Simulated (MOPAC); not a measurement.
MOPAC input (AM1):

```
AM1 FORCE THERMO(298,298) PRECISE LET GEO-OK AUX(PRECISION=9) THREADS=1
In2O

In   -0.00000000 1    0.00000000 1   -2.08417153 1
O     0.00000000 1   -0.00000000 1   -0.00000000 1
In   -0.00000000 1   -0.00000000 1    2.08417153 1
```

Output:

```
 *******************************************************************************
 **                                                                           **
 **                              MOPAC v23.2.5                                **
 **                                                                           **
 *******************************************************************************
 ** MOPAC's Digital Object Identifier: https://doi.org/10.5281/zenodo.6511958 **
 **                                                                           **
 ** Please cite the open-source release paper for use of this MOPAC version:  **
 ** J. E. Moussa and J. J. P. Stewart (2026)                                  **
 ** MOPAC: An open-source semiempirical molecular orbital program             **
 ** J. Open Source Softw., 11(119), 8025, https://doi.org/10.21105/joss.08025 **
 *******************************************************************************

                              AM1 CALCULATION RESULTS

 *******************************************************************************
 *  AM1        - The AM1 Hamiltonian to be used
 *  GEO-OK     - OVERRIDE INTERATOMIC DISTANCE AND OTHER SAFETY CHECKS
 *  LET        - OVERRIDE SOME SAFETY CHECKS
 *  PRECISE    - TIGHTER CRITERIA TO BE USED
 *  FORCE      - FORCE CALCULATION SPECIFIED
 *  AUX        - OUTPUT AUXILIARY INFORMATION
 *  THERMO     - THERMODYNAMIC QUANTITIES TO BE CALCULATED
 *******************************************************************************
AM1 FORCE THERMO(298,298) PRECISE LET GEO-OK AUX(PRECISION=9) THREADS=1
 In2O

   ATOM   CHEMICAL          X               Y               Z
  NUMBER   SYMBOL      (ANGSTROMS)     (ANGSTROMS)     (ANGSTROMS)

     1      In         -0.00000000  *   0.00000000  *  -2.08417153  *
     2       O          0.00000000  *  -0.00000000  *  -0.00000000  *
     3      In         -0.00000000  *  -0.00000000  *   2.08417153  *

          CARTESIAN COORDINATES

    NO.       ATOM           X           Y           Z

     1        In         -0.0000      0.0000     -2.0842
     2         O          0.0000     -0.0000     -0.0000
     3        In         -0.0000     -0.0000      2.0842

  O: (AM1): M.J.S. DEWAR ET AL, J. AM. CHEM. SOC. 107 3902-3909 (1985)
 In: (AM1): J. J. P. STEWART, J. MOL. MOD., 10, 155-164 (2004)

           Empirical Formula: O In2  =     3 atoms

      MOLECULAR POINT GROUP   :   D*h

      RHF CALCULATION, NO. OF DOUBLY OCCUPIED LEVELS = 6

          HEAT OF FORMATION =      13.582694 KCALS/MOLE

          CARTESIAN COORDINATE DERIVATIVES

   NUMBER  ATOM         X            Y            Z

     1      In     -0.010445     0.000000     0.000000
     2       O      0.000000     0.000000     0.000000
     3      In      0.010445     0.000000     0.000000

 DIPOLE           X         Y         Z       TOTAL
 POINT-CHG.     0.000     0.000    -0.000     0.000
 HYBRID        -0.000     0.000     0.000     0.000
 SUM            0.000     0.000    -0.000     0.000

          GRADIENT NORM =   0.01477

          MOLECULAR WEIGHT =  245.64

          ROTATIONAL CONSTANTS IN CM(-1)

          A =    0.00000000   B =    0.01689982   C =    0.01689982

           PRINCIPAL MOMENTS OF INERTIA IN UNITS OF 10**(-40)*GRAM-CM**2

          A =        0.0000   B =     1656.3936   C =     1656.3936

          ORIENTATION OF MOLECULE IN FORCE CALCULATION

    NO.       ATOM         X         Y         Z

     1         In      -2.0842   -0.0000    0.0000
     2          O       0.0000   -0.0000    0.0000
     3         In       2.0842    0.0000   -0.0000

    FIRST DERIVATIVES WILL BE USED IN THE CALCULATION OF SECOND DERIVATIVES

    FOR POINT-GROUP D*h  THERE ARE 120 UNIQUE SYMMETRY FUNCTIONS.


(To convert to Hartree/Bohr^2, multiply by (10^(-21) x N x a0^2)/(4.184 x 627.51) =  0.0642)

           FORCE MATRIX IN MILLIDYNES/ANGSTROM

                 In  1       O  2      In  3
 ------------------------------------------
    In    1   2.559257
     O    2   2.315962   4.631867
    In    3   0.243912   2.315931   2.559257

          HEAT OF FORMATION =      13.582694 KCALS/MOLE

          ZERO POINT ENERGY       1.529 KCAL/MOL

           NORMAL COORDINATE ANALYSIS (Total motion = 1 Angstrom)

   Root No.       1         2         3         4

                 1 Piu     1 Piu     1 Sig     1 Siu

                  70.6      70.6     203.5     724.9

           1   -0.0000   -0.0000    0.5000   -0.0612
           2   -0.0611    0.0004   -0.0000   -0.0000
           3   -0.0004   -0.0611   -0.0000   -0.0000
           4    0.0000    0.0000   -0.0000    0.8777
           5    0.8777   -0.0056    0.0000    0.0000
           6    0.0056    0.8777    0.0000   -0.0000
           7    0.0000   -0.0000   -0.5000   -0.0612
           8   -0.0611    0.0004   -0.0000   -0.0000
           9   -0.0004   -0.0611    0.0000    0.0000

           MASS-WEIGHTED COORDINATE ANALYSIS (NORMAL COORDINATES)

   Root No.       1         2         3         4

                 1 Piu     1 Piu     1 Sig     1 Siu

                  70.6      70.6     203.5     724.9

           1   -0.0000   -0.0000    0.7071   -0.1805
           2   -0.1805    0.0012   -0.0000   -0.0000
           3   -0.0012   -0.1805   -0.0000   -0.0000
           4    0.0000    0.0000   -0.0000    0.9669
           5    0.9669   -0.0062    0.0000    0.0000
           6    0.0062    0.9669    0.0000   -0.0000
           7    0.0000   -0.0000   -0.7071   -0.1805
           8   -0.1805    0.0012   -0.0000   -0.0000
           9   -0.0012   -0.1805    0.0000    0.0000

          DESCRIPTION OF VIBRATIONS

 VIBRATION          2    1Piu        ATOM PAIR     ENERGY CONTRIBUTION    RADIAL
 FREQUENCY            70.64         In1 -- O 2         +49.9% ( 96.7%)      0.0%
 TRANSITION DIPOLE   0.3835         O 2 -- In3         +49.9% ( 96.7%)      0.0%
 TRAVEL (Ang.)       0.2590         In1 -- In3          +0.2% (  6.5%)    100.0%
 REDUCED MASS       14.2266
 EFFECTIVE MASS     19.6899
 FORCE CONSTANT      0.0418

 VIBRATION          3    1Sig        ATOM PAIR     ENERGY CONTRIBUTION    RADIAL
 FREQUENCY           203.54         In1 -- In3         +52.3% (100.0%)    100.0%
 TRANSITION DIPOLE   0.0000         In1 -- O 2         +23.9% ( 67.6%)    100.0%
 TRAVEL (Ang.)       0.0760         O 2 -- In3         +23.9% ( 67.6%)    100.0%
 REDUCED MASS       57.4100
 EFFECTIVE MASS    114.8200
 FORCE CONSTANT      1.4013

 VIBRATION          4    1Siu        ATOM PAIR     ENERGY CONTRIBUTION    RADIAL
 FREQUENCY           724.95         O 2 -- In3         +49.9% ( 96.8%)    100.0%
 TRANSITION DIPOLE   7.2339         In1 -- O 2         +49.9% ( 96.8%)    100.0%
 TRAVEL (Ang.)       0.0809         In1 -- In3          +0.2% (  6.5%)      0.2%
 REDUCED MASS       14.2266
 EFFECTIVE MASS     19.6899
 FORCE CONSTANT      4.4052

      SYMMETRY NUMBER FOR POINT-GROUP D*h =  2

          SYSTEM IS A GROUND STATE

 In2O

          MOLECULE IS LINEAR

          THERE ARE  4 GENUINE VIBRATIONS IN THIS SYSTEM
          THIS THERMODYNAMICS CALCULATION IS LIMITED TO
          MOLECULES WHICH HAVE NO INTERNAL ROTATIONS

                    CALCULATED THERMODYNAMIC PROPERTIES
                                          *
   TEMP. (K)   PARTITION FUNCTION   H.O.F.    ENTHALPY  HEAT CAPACITY ENTROPY
                                   KCAL/MOL   CAL/MOLE    CAL/K/MOL  CAL/K/MOL

 298.00  VIB.     0.1973D+02                  1406.5169     6.5524    10.6464
         ROT.     0.6128D+04                   592.1869     1.9872    19.3168
         INT.     0.1209D+06                  1998.7038     8.5396    29.9632
         TRA.     0.3722D+28                  1480.4672     4.9680    42.3946
         TOT.                       13.583    3479.1710    13.5076    72.3578

   *: NOTE: HEATS OF FORMATION ARE RELATIVE TO THE
            ELEMENTS IN THEIR STANDARD STATE AT 298K
              (=  Standard Enthalpy of Formation).

            Hvib:  Zero-point energy is not included.
                   frequencies of less than zero cm-1 are not included.
            Hrot = (3/2)RT
            Htra = (3/2)RT + pV = (5/2)RT

            Heat capacity is Cp, not Cv

          For more information, see: HTTP://OpenMOPAC.net/Manual/thermochemistry.html

           FORCE CONSTANT IN CARTESIAN COORDINATES (Millidynes/A)

    ATOM   CHEMICAL       X               Y               Z
   NUMBER   SYMBOL  FORCE CONSTANT  FORCE CONSTANT  FORCE CONSTANT

      1      In        2.559170        0.011175        0.011175
      2       O        4.631475        0.043973        0.043973
      3      In        2.559170        0.011175        0.011175

 **********************
 *                    *
 * JOB ENDED NORMALLY *
 *                    *
 **********************

 == MOPAC DONE ==
```
